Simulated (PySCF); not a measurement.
C₆ coefficients of unlike pairs at PBE0

Calculated with PySCF 2.14 from the dipole response of each species, C₆(A,B) = (3/π) ∫ α_A(iu) α_B(iu) du, in atomic units, from isotropic polarisabilities. For ions this is the dispersion term alone; charge-induced terms of lower order in 1/R come first.

```csv
species,configuration,basis,relativity,α (bohr³),C₆ (like pair)
Li,[He] 2s1 (2S),aug-cc-pCVTZ (7s6p4d2f),none,146.6,1183
S,[Ne] 3s2 3p4 (3P),aug-cc-pwCVDZ (6s5p3d),none,18.55,129.0
Ru,[Kr] 4d7 5s1 (5F),aug-cc-pVTZ-DK (9s8p6d3f2g),spin-free X2C,62.53,575.1
Ba²⁺,[Xe] (1S),aug-cc-pVTZ-X2C (9s8p6d3f),spin-free X2C,10.46,73.77
```

**Question.** Estimate C₆ for Ba²⁺ with Li.

**Answer.** The integral gives 159.3. The combination rule 2 C_A C_B / (C_A α_B/α_A + C_B α_A/α_B) gives 156.1 and the geometric mean 295.4.

No spin-orbit coupling is included.

The other pairs:

```
    pair     C₆
   Ru, S  256.6
Ba²⁺, Ru  176.1
  Ru, Li  719.0
 Ba²⁺, S  93.89
   S, Li  263.5
```
